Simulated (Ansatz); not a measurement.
Cartesian coordinates (Å):
```xyz
5

S      1.6719     0.2281     0.3799
In    -0.6824     0.2222    -0.1374
H      1.7802    -1.1205     0.3339
H     -1.3723     1.7979    -0.2074
H     -1.3965    -1.3285    -0.3745
```
Charge 0, spin multiplicity 1.

The numbers are results of frozen-core CCSD(T)/def2-TZVPP // PBE-D3(BJ)/def2-TZVP (Ansatz, a quantum-chemistry and plane-wave program), not measurements.

- HF energy: -588.51405 Ha
- MP2 correlation energy: -0.47316 Ha

Estimate the CCSD correlation energy, the (T) correction, the total energy and the T1 diagnostic.


```
Quantity                         Value
-----------------------  -------------
CCSD correlation energy    -0.49718 Ha
(T) correction             -0.01736 Ha
CCSD(T) total energy     -589.02858 Ha
T1 diagnostic                    0.015
```
